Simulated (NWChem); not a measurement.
System: C₂H₂ClF; SMILES FC(Cl)=C

All runs: NWChem. Coordinates come from a PBE0/def2-SVP optimisation.

Q: Predict the results for B3PW91/def2-TZVP. Quantities: highest occupied level (eV); orbital gap (eV); dipole (D).

A: The highest occupied level (eV) is -7.43 and the orbital gap (eV) is 7.05. The dipole (D) is 1.20.
